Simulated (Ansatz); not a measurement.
Reaction (atomization): `F[CH]1[SiH2][Al]1[SH]` → Al• + C• + F• + 4 H• + S• + Si•

Computed with Ansatz on PBE0-D4/def2-TZVP structures; ΔE is electronic, products minus reactants. CCSD(T)/CBS adds triple-zeta CCSD(T) − MP2 to the extrapolated MP2 energy (def2 sets, frozen cores). This one scheme is used for every species, atoms too. DFT in def2-TZVPP. B3LYP here is the variant with VWN-RPA as its local correlation; programs differ in this. Open shells (•) are unrestricted, without spin–orbit coupling. Spin–orbit coupling would lower the free atoms: a little for Al, C, F, S, Si. One conformer a species, not always the lowest.

```
          level  ΔE (kcal/mol)  difference from CCSD(T)/CBS
         PBE-D4          684.1                         15.7
        PBE0-D4          669.4                          1.0
        ωB97X-V          673.5                          5.1
        ωB97M-V          671.0                          2.6
         B2PLYP          655.7                        -12.7
            PBE          679.2                         10.8
         r2SCAN          674.4                          6.0
           PBE0          665.2                         -3.2
          B3LYP          655.4                        -13.0
  HF/def2-TZVPP          464.4                       -204.0
 MP2/def2-TZVPP          658.9                         -9.5
CCSD/def2-TZVPP          633.0                        -35.4
  HF/def2-QZVPP          465.4                       -203.0
 MP2/def2-QZVPP          671.8                          3.4
   HF/CBS(def2)          465.5                       -202.9
 CCSD/CBS(def2)          654.8                        -13.6
    CCSD(T)/CBS          668.4                            0
```

Largest T1 diagnostic among the species: 0.018.

The D4 term adds +8.0 kcal/mol with B3LYP and +4.2 kcal/mol with PBE0; it sums over pairs of atoms, weighted by their polarisabilities, and B3LYP, whose exchange is more repulsive, gets the larger term. In def2-TZVPP, CCSD(T) changes the Hartree–Fock value by +182.3 kcal/mol (the triples alone add +13.6 kcal/mol) and MP2 by +194.6 kcal/mol; breaking electron pairs costs correlation energy, which Hartree–Fock lacks. From PBE to PBE0 (25 % exact exchange), in def2-TZVPP and without D4, ΔE moves by −14.0 kcal/mol: exact exchange takes away binding that semilocal exchange gives to molecules.

For atomizations the MP2-based limit and the directly extrapolated one differ by several kJ/mol either way, and by 10 to 25 for some Ge, Se and Sn compounds, so smaller differences from it don't rank the levels.
